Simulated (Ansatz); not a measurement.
Species: sum formula SiCl2F (charge +1, singlet). 
Geometry from a B3LYP-D3(BJ)/def2-TZVP (Ansatz, a quantum-chemistry and plane-wave program) optimisation:
```
Si
F 1 1.5415
Cl 1 1.9427 2 117.86
Cl 1 1.9427 2 117.86 3 180.00
```
Charge +1, spin multiplicity 1.

Basis-set convergence of Hartree-Fock and CCSD correlation energies (hartree) with Ansatz. Correlated levels leave the core frozen unless marked. Spin-orbit coupling is left out. Non-relativistic.

```
basis            functions        E(HF)  E(corr, CCSD)
---------------  ---------  -----------  -------------
aug-cc-pV(D+d)Z        119  -1307.24039       -0.60241
aug-cc-pV(T+d)Z        211            …              …
```

Problem. Some entries are withheld; supply them.

Solution. 
- aug-cc-pV(T+d)Z, E(HF): -1307.31893
- aug-cc-pV(T+d)Z, E(corr, CCSD): -0.75816
